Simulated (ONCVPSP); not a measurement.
**Reading a pseudo-wave (ruthenium (Ru))**

Columns: radius, all-electron u(r) and pseudo u(r) of the 4d shell (level -5.22 eV) of ruthenium in the configuration [Ar] 3d10 4s2 4p6 4d7 5s1; PBEsol, scalar-relativistic, ONCV scheme, ONCVPSP 4.0.1.

```csv
r (bohr),all-electron,pseudo
0.098,-0.1543,0.0026
0.195,-0.3625,0.0198
0.292,-0.3657,0.0621
0.390,-0.2094,0.1349
0.488,0.0109,0.2350
0.585,0.2298,0.3519
0.682,0.4190,0.4740
0.780,0.5693,0.5895
0.878,0.6778,0.6861
0.975,0.7485,0.7565
1.072,0.7891,0.8002
1.170,0.8064,0.8193
1.268,0.8060,0.8180
1.365,0.7930,0.8023
1.463,0.7711,0.7771
1.560,0.7437,0.7468
1.658,0.7123,0.7136
1.755,0.6793,0.6796
1.852,0.6455,0.6455
1.950,0.6113,0.6112
2.047,0.5780,0.5780
2.145,0.5453,0.5453
2.242,0.5142,0.5142
2.340,0.4841,0.4841
2.438,0.4554,0.4554
2.535,0.4284,0.4284
```

Problem. How many radial nodes do the two functions have?

Solution. The all-electron 4d function has n − l − 1 = 1; the pseudo-wave has 0, since the states of the same l below it are removed with the core.

Problem. At about which radius was the pseudo-wave matched?

Solution. 1.95 bohr. The columns agree to 0.0005 from 1.75 bohr on; several derivatives are matched, so the curves merge somewhat inside the radius.

Problem. Is the pseudo-wave norm-conserving?

Solution. Yes: the ONCV scheme keeps the norm inside the radius equal to the all-electron one, which fixes the energy derivative of the logarithmic derivative at the level.
